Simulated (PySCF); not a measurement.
Molecule: `[H]/N=C\C#CB(F)F`, C3H2BF2N.

Bonds (- single, = double, # triple, : aromatic): N1=C2 1.273 Å, C2-C3 1.434 Å, C3#C4 1.220 Å, C4-B5 1.525 Å, B5-F6 1.314 Å, B5-F7 1.314 Å. N1 carries H8; C2 carries H9. Stereochemistry as in [H]/N=C\C#CB(F)F.

Geometry PBE0-D3(BJ)/def2-SVP throughout; GIAO in PySCF, gas phase, one conformer, non-relativistic; equivalent atoms averaged; functional PBE0.

Task: How do the absolute shieldings σ depend on the basis set? (ppm; last column core-seconds on shared hosts with different chips, so compare them loosely)

Result: 
```tsv
basis set	functions	N1	C2	C4	C3	B5	F6/F7	H8	H9	core-s
STO-3G	37	-4.1	115.5	152.6	154.8	117.7	281.6	19.37	24.56	2.3
6-31G	67	-116.3	52.6	115.1	103.8	96.7	240.4	20.20	24.11	4.6
pcSseg-0	67	-179.5	27.6	96.3	87.8	87.2	229.5	20.30	24.16	4.8
6-31G*	102	-89.8	50.3	111.4	101.8	97.1	261.5	20.78	24.29	7.7
cc-pVDZ	108	-98.5	48.2	111.6	98.9	97.7	257.0	19.88	23.64	8.2
def2-SVP	108	-106.5	45.2	108.1	96.9	94.2	260.7	19.77	23.78	7.8
aug-cc-pVDZ	179	-92.4	44.3	110.9	98.5	97.8	261.7	20.16	23.36	16
6-311+G(2d,p)	201	-119.4	30.3	96.7	83.1	86.2	249.4	20.43	23.55	19
def2-TZVP	229	-122.5	29.4	96.4	82.8	87.1	248.0	20.36	23.55	24
cc-pVTZ	238	-121.5	31.1	96.9	84.3	87.6	248.2	19.99	23.43	24
IGLO-III	265	-132.0	22.8	91.4	77.9	83.5	246.6	20.21	23.41	27
pcSseg-2	280	-135.0	21.8	90.6	77.1	82.8	246.7	19.87	23.30	24
```

Task: Which nucleus moves most, in ppm?

Result: N1 (imine nitrogen): from -179.5 ppm with pcSseg-0 to -4.1 ppm with STO-3G. The smallest spread is 1.25 ppm, at H9. Proton shifts span only some 12 ppm, so a few tenths of a ppm matter as much there as several ppm in carbon.

Task: Taking the largest basis, pcSseg-2 (280 functions), as the yardstick, rank the others by their worst heavy-atom deviation.

Result: IGLO-III 3.0 ppm (265 functions), def2-TZVP 12.5 ppm (229 functions), cc-pVTZ 13.5 ppm (238 functions), 6-311+G(2d,p) 15.6 ppm (201 functions), def2-SVP 28.5 ppm (108 functions), 6-31G 30.9 ppm (67 functions), cc-pVDZ 36.5 ppm (108 functions), aug-cc-pVDZ 42.6 ppm (179 functions), pcSseg-0 44.5 ppm (67 functions), 6-31G* 45.2 ppm (102 functions), STO-3G 130.9 ppm (37 functions).

A small basis that lands close on one nucleus may do so by chance; judge by the trend and by all nuclei.
